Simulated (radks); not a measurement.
Species: the tin ion Sn+. Configuration: [Kr] 4d10 5s2 5p1. Method: Dirac Kohn-Sham, LDA (Slater exchange, Perdew-Wang correlation), spin-unpolarised, spherical densities, finite nucleus; open shells fill j = l - 1/2 first; Fermi nuclear charge, rms radius 4.6519 fm; computed with a radial shooting solver on a logarithmic mesh with Libxc functionals.

Normalised radial functions P(r) = r R(r) (large component), r in bohr:

r	5s1/2	5p3/2
0.003508	0.0519	0.0021
0.004117	0.0582	0.0028
0.004793	0.0645	0.0038
0.005625	0.0714	0.0050
0.006548	0.0780	0.0066
0.007684	0.0846	0.0088
0.008946	0.0903	0.0115
0.0105	0.0951	0.0152
0.01222	0.0979	0.0196
0.01434	0.0983	0.0255
0.0167	0.0953	0.0323
0.01959	0.0876	0.0411
0.02281	0.0751	0.0510
0.02677	0.0557	0.0630
0.03116	0.0310	0.0757
0.03657	-0.0015	0.0897
0.04257	-0.0372	0.1027
0.04996	-0.0773	0.1144
0.05816	-0.1137	0.1216
0.06825	-0.1445	0.1222
0.07945	-0.1600	0.1133
0.09324	-0.1548	0.0914
0.1085	-0.1243	0.0571
0.1274	-0.0641	0.0077
0.1483	0.0151	-0.0482
0.174	0.1084	-0.1084
0.2026	0.1875	-0.1559
0.2377	0.2362	-0.1822
0.2768	0.2295	-0.1734
0.3248	0.1560	-0.1220
0.3781	0.0300	-0.0362
0.4437	-0.1332	0.0780
0.5166	-0.2752	0.1856
0.6062	-0.3621	0.2675
0.7057	-0.3507	0.2905
0.8281	-0.2295	0.2428
0.9641	-0.0305	0.1321
1.131	0.2224	-0.0344
1.317	0.4541	-0.2136
1.546	0.6421	-0.3940
1.799	0.7398	-0.5327
2.112	0.7489	-0.6251
2.458	0.6793	-0.6531
2.885	0.5499	-0.6201
3.358	0.4047	-0.5397
3.941	0.2600	-0.4227
4.588	0.1505	-0.3029
5.384	0.0729	-0.1895
6.268	0.0311	-0.1070
7.355	0.0105	-0.0505
8.563	0.0030	-0.0211
10.05	0.0006	-0.0069
11.7	0.0001	-0.0020
13.73	0.0000	-0.0004
15.98	0.0000	-0.0001
18.75	0.0000	0.0000

5s1/2: eigenvalue -18.038 eV, 4 radial nodes at r = 0.0363, 0.144, 0.390, 0.984 bohr, <r> = 2.30 bohr, 90 % of the charge inside 3.38 bohr. 5p3/2 (empty): eigenvalue -10.245 eV, 3 radial nodes at r = 0.130, 0.399, 1.10 bohr, <r> = 2.92 bohr, 90 % of the charge inside 4.35 bohr.
